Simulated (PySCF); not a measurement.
Diatomic anions of Si with group 14

PBE with double-zeta basis sets in PySCF, for the lowest determinant that a PBE0 search found; no spin–orbit coupling. De refers to high-spin ground-configuration atoms (the charge goes to the atom of lower measured ionisation energy or higher electron affinity, which is not always the lowest computed limit). A positive dipole points towards Si; it is taken about the centre of mass and depends on that origin.

```
 M      basis  charged atom  state (unpaired electrons)  Re (Å)  ωe (cm⁻¹)  De (eV)  μ (D)
Si  def2-SVPD           Si−               doublet (π ↑)   2.198        546      n/a    n/a
Sn  def2-SVPD           Si−               doublet (π ↑)   2.458        366      n/a  -3.70
Pb  def2-SVPD           Si−               doublet (π ↑)   2.527        333      n/a  -4.94
```

The shortest bond is that of Si₂⁻ (2.198 Å), the longest that of SiPb⁻ (2.527 Å).

Down a group the atoms grow and get heavier, so bonds lengthen and wavenumbers fall; this series shows no clear exception.

These are scalar-relativistic numbers at best; spin–orbit coupling would shift them, the dissociation energy most. The highest Kohn–Sham level is positive in some of these anions. Much of that is self-interaction error, but it also means that the finite basis helps to hold the extra electron. States were picked by a PBE0 search and need not be the measured ground states.
